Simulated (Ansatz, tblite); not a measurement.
Cost and result up the ladder for the cluster Al₆N₆ (12 atoms). Total charge 0; singlet. Geometry: PBE-D4/def2-SVP.

Cartesian coordinates in Å:
```
Al 1.4219 1.3215 0.4110
Al -1.2936 -1.4326 -0.6156
Al 0.9971 -0.9873 -1.3839
Al -1.1270 1.0674 -0.8696
Al -0.8317 0.2973 1.7762
Al 1.0471 -1.4940 1.1198
N -0.6037 -0.2938 -2.0012
N 2.0803 -0.2985 -0.0078
N -0.0416 2.3530 -0.0588
N 0.2526 -2.3877 -0.3026
N 0.0922 1.9120 1.5275
N -1.9937 -0.0573 0.4050
```

Ansatz on 4 threads of Arm Neoverse V2 on a shared host; xTB runs through tblite on one thread. Times are rough, summed over both states, and most runs start from the orbitals of an earlier one. No level here is sound enough to serve as a yardstick. The other state is a doublet.

The xTB rows come from tblite. The structure comes from a short search, and lower isomers may exist.

Raw xTB energies of ions are shifted by several eV.

```tsv
level	functions	wall time	vertical IE (eV)	remarks
GFN1-xTB	78	0.039 s	11.24	–
GFN2-xTB	78	0.056 s	12.28	–
PBE-D4/def2-TZVP	408	37 s	6.92	restricted SCF unstable in HF (singlet)
PBE0-D4/def2-TZVP	408	86 s	6.90	restricted SCF unstable in HF (singlet)
B97M-V/def2-TZVP	408	2.3 min	6.84	restricted SCF unstable in HF (singlet)
```
